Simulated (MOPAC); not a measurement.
A run for MOPAC: AM1 on CH4OTe (SMILES CO[TeH]), a point of a torsion scan.

```
AM1 1SCF PRECISE CHARGE=0 THREADS=1
CH4OTe

C     -0.83695604 1    -0.15340935 1     0.11864862 1
O     -0.26555038 1     0.46229855 1    -1.00114829 1
Te    -1.30410389 1     1.82832451 1    -2.02502666 1
H     -1.52064563 1    -0.95527592 1    -0.17481167 1
H     -1.36451052 1     0.54811556 1     0.76781748 1
H     -0.00799859 1    -0.59191197 1     0.67817021 1
H     -2.20337839 1     0.71057648 1    -2.84263195 1
```

The log:

```
*******************************************************************************
 **                                                                           **
 **                              MOPAC v23.2.5                                **
 **                                                                           **
 *******************************************************************************
 ** MOPAC's Digital Object Identifier: https://doi.org/10.5281/zenodo.6511958 **
 **                                                                           **
 ** Please cite the open-source release paper for use of this MOPAC version:  **
 ** J. E. Moussa and J. J. P. Stewart (2026)                                  **
 ** MOPAC: An open-source semiempirical molecular orbital program             **
 ** J. Open Source Softw., 11(119), 8025, https://doi.org/10.21105/joss.08025 **
 *******************************************************************************

                              AM1 CALCULATION RESULTS

 *******************************************************************************
 *  AM1        - The AM1 Hamiltonian to be used
 *
 *
 *
 *                 CHARGE ON SYSTEM = 0
 *
 *
 *
 *  PRECISE    - TIGHTER CRITERIA TO BE USED
 *  1SCF       - DO 1 SCF AND THEN STOP
 *  THREADS=1  - MULTI-THREADING NOT USED
 *  T=         - A TIME OF 172800.0 SECONDS REQUESTED
 *  DUMP=N     - RESTART FILE WRITTEN EVERY 7200.0 SECONDS REQUESTED
 *******************************************************************************
AM1 1SCF PRECISE CHARGE=0 THREADS=1
 CH4OTe

   ATOM   CHEMICAL          X               Y               Z
  NUMBER   SYMBOL      (ANGSTROMS)     (ANGSTROMS)     (ANGSTROMS)

     1       C         -0.83695604  *  -0.15340935  *   0.11864862  *
     2       O         -0.26555038  *   0.46229855  *  -1.00114829  *
     3      Te         -1.30410389  *   1.82832451  *  -2.02502666  *
     4       H         -1.52064563  *  -0.95527592  *  -0.17481167  *
     5       H         -1.36451052  *   0.54811556  *   0.76781748  *
     6       H         -0.00799859  *  -0.59191197  *   0.67817021  *
     7       H         -2.20337839  *   0.71057648  *  -2.84263195  *



          CARTESIAN COORDINATES

    NO.       ATOM           X           Y           Z

     1         C         -0.8370     -0.1534      0.1186
     2         O         -0.2656      0.4623     -1.0011
     3        Te         -1.3041      1.8283     -2.0250
     4         H         -1.5206     -0.9553     -0.1748
     5         H         -1.3645      0.5481      0.7678
     6         H         -0.0080     -0.5919      0.6782
     7         H         -2.2034      0.7106     -2.8426

  H: (AM1): M.J.S. DEWAR ET AL, J. AM. CHEM. SOC. 107 3902-3909 (1985)
  C: (AM1): M.J.S. DEWAR ET AL, J. AM. CHEM. SOC. 107 3902-3909 (1985)
  O: (AM1): M.J.S. DEWAR ET AL, J. AM. CHEM. SOC. 107 3902-3909 (1985)
 Te: (AM1): J. J. P. STEWART, J. MOL. MOD., 10, 155-164 (2004)

           Empirical Formula: C H4 O Te  =     7 atoms



      MOLECULAR POINT GROUP   :   C1


      RHF CALCULATION, NO. OF DOUBLY OCCUPIED LEVELS = 10


 -------------------------------------------------------------------------------
 AM1 1SCF PRECISE CHARGE=0 THREADS=1
 CH4OTe



     1SCF WAS SPECIFIED, SO BFGS WAS NOT USED
     SCF FIELD WAS ACHIEVED


                              AM1 CALCULATION
                                                       MOPAC v23.2.5 Linux




          FINAL HEAT OF FORMATION =        -31.25124 KCAL/MOL =    -130.75518 KJ/MOL


          COSMO AREA              =        107.13 SQUARE ANGSTROMS
          COSMO VOLUME            =         94.33 CUBIC ANGSTROMS

          IONIZATION POTENTIAL    =          7.126937 EV
          HOMO LUMO ENERGIES (EV) =         -7.127 -0.488
          NO. OF FILLED LEVELS    =         10
          MOLECULAR WEIGHT        =        159.6420         POINT GROUP:  C1

          MOLECULAR DIMENSIONS (Angstroms)

            Atom       Atom       Distance
            H     7    H     6     4.34882
            H     4   Te     3     2.50598
            O     2    H     5     1.82099


          SCF CALCULATIONS        =          1





   ATOM   CHEMICAL          X               Y               Z
  NUMBER   SYMBOL      (ANGSTROMS)     (ANGSTROMS)     (ANGSTROMS)

     1       C         -0.83695604  *  -0.15340935  *   0.11864862  *
     2       O         -0.26555038  *   0.46229855  *  -1.00114829  *
     3      Te         -1.30410389  *   1.82832451  *  -2.02502666  *
     4       H         -1.52064563  *  -0.95527592  *  -0.17481167  *
     5       H         -1.36451052  *   0.54811556  *   0.76781748  *
     6       H         -0.00799859  *  -0.59191197  *   0.67817021  *
     7       H         -2.20337839  *   0.71057648  *  -2.84263195  *

                             CARTESIAN COORDINATES

   1    C       -0.836956040    -0.153409350     0.118648620
   2    O       -0.265550380     0.462298550    -1.001148290
   3   Te       -1.304103890     1.828324510    -2.025026660
   4    H       -1.520645630    -0.955275920    -0.174811670
   5    H       -1.364510520     0.548115560     0.767817480
   6    H       -0.007998590    -0.591911970     0.678170210
   7    H       -2.203378390     0.710576480    -2.842631950


           Empirical Formula: C H4 O Te  =     7 atoms



      MOLECULAR POINT GROUP   :   C1


                  EIGENVALUES
 -37.36421 -27.27040 -23.36846 -15.99857 -15.61000 -15.22822 -11.80103 -11.02452
 -10.20462  -7.12694  -0.48769   0.46746   4.37448   4.50515   4.82270   5.44959


              NET ATOMIC CHARGES AND DIPOLE CONTRIBUTIONS

  ATOM NO.   TYPE          CHARGE      No. of ELECS.   s-Pop       p-Pop
    1          C          -0.051999        4.0520     1.22177     2.83022
    2          O          -0.425954        6.4260     1.89109     4.53487
    3         Te           0.380128        5.6199     1.93344     3.68643
    4          H           0.045694        0.9543     0.95431
    5          H           0.056749        0.9433     0.94325
    6          H           0.087117        0.9129     0.91288
    7          H          -0.091736        1.0917     1.09174
 DIPOLE           X         Y         Z       TOTAL
 POINT-CHG.    -1.367     1.810     0.029     2.268
 HYBRID        -0.501    -1.849     0.091     1.918
 SUM           -1.868    -0.040     0.120     1.873


          ATOMIC ORBITAL ELECTRON POPULATIONS

     Atom    s        px        py        pz
    1  C   1.22177   0.98536   0.96041   0.88446
    2  O   1.89109   1.47876   1.61384   1.44227
    3 Te   1.93344   1.40104   0.93563   1.34976
    4  H   0.95431
    5  H   0.94325
    6  H   0.91288
    7  H   1.09174

 **********************
 *                    *
 * JOB ENDED NORMALLY *
 *                    *
 **********************




 == MOPAC DONE ==
```

The run finished.

Cost: roughly 0.020 core-seconds.
